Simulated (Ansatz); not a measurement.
MoNO₃H₃⁺, that is MoN(OH)3 with one electron fewer. The state is a doublet with charge 1. Geometry B3LYP-D4/def2-SVP, that of the neutral singlet; atoms count from 1.

Cartesian coordinates in Å:
```
Mo 0.0251 0.0156 0.0265
N -1.0086 -0.6296 -1.0673
O -1.0268 1.0137 1.2344
H -1.9878 1.0824 1.1552
O 1.2239 1.1024 -0.9447
H 1.1723 1.2070 -1.9043
O 0.8935 -1.4353 0.8644
H 0.7083 -2.3562 0.6358
```

In the def2 sets Mo takes a core potential; there is no spin–orbit coupling.

Q: Estimate the Mulliken populations from the PBE0/def2-TZVP orbitals of Ansatz.

A: 
```
atom  charge (e)  spin (α − β)  d electrons
 Mo1        1.70         -0.12         3.69
  N2       -0.16          0.86            –
  O3       -0.58          0.09            –
  H4        0.40          0.00            –
  O5       -0.58          0.09            –
  H6        0.40          0.00            –
  O7       -0.58          0.09            –
  H8        0.40          0.00            –
```
Mulliken values depend strongly on the basis.

Q: Where does the spin sit?

A: Summed by element: Mo -0.12, N 0.86, O 0.27, H -0.01, of 1 unpaired in all. Largest on single atoms: N2 0.86, Mo1 -0.12, O5 0.09.

Q: And the Mayer bond orders between heavy atoms (over 0.3)?

A: Mo1–N2 2.33 (1.64 Å); Mo1–O3 1.10 (1.89 Å); Mo1–O5 1.10 (1.89 Å); Mo1–O7 1.10 (1.89 Å).
